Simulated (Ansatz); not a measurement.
Two isomers of CH3AlFNS: A = `F[C]1(S)[NH][AlH]1`, B = `F[CH]1[NH][Al]1[SH]`.

Gas-phase electronic energies from Ansatz, PBE0-D4/def2-TZVP geometries. CCSD(T)/CBS is the MP2 limit (def2-TZVPP, def2-QZVPP) plus CCSD(T) − MP2 in def2-TZVPP, frozen cores. Functionals use def2-TZVPP. B3LYP here is the variant with VWN-RPA as its local correlation; programs differ in this. One conformer a species, not always the lowest.

(1) Which isomer does CCSD(T)/CBS put lower? Give the gap. (Estimate.)

(2) Give E(B) − E(A) in kcal/mol with BLYP-D4, CCSD(T)/def2-TZVPP, MP2/def2-TZVPP, CCSD/def2-TZVPP, B3LYP-D4, HF/def2-TZVPP, r2SCAN-D4. (An estimate is asked.)

(3) Does the order hold for the free energy at 298.15 K (harmonic terms from PBE0-D4)? (Best estimate.)

Largest T1 diagnostic: 0.015.

Results:

(1) The calculation gave: B, by 32.8 kcal/mol.

(2) Computed: BLYP-D4 -30.8, CCSD(T)/def2-TZVPP -33.6, MP2/def2-TZVPP -33.6, CCSD/def2-TZVPP -34.1, B3LYP-D4 -32.1, HF/def2-TZVPP -35.1, r2SCAN-D4 -33.0. None reverses the order clearly.

(3) Ansatz gave: Yes: G(B) − G(A) = -30.7 kcal/mol, for one conformer each.

From BLYP to BHLYP (50 % exact exchange), in def2-TZVPP and without D4, E(B) − E(A) moves by −1.6 kcal/mol. In def2-TZVPP, CCSD(T) changes the Hartree–Fock value by +1.5 kcal/mol (the triples alone add +0.5 kcal/mol) and MP2 by +1.5 kcal/mol.
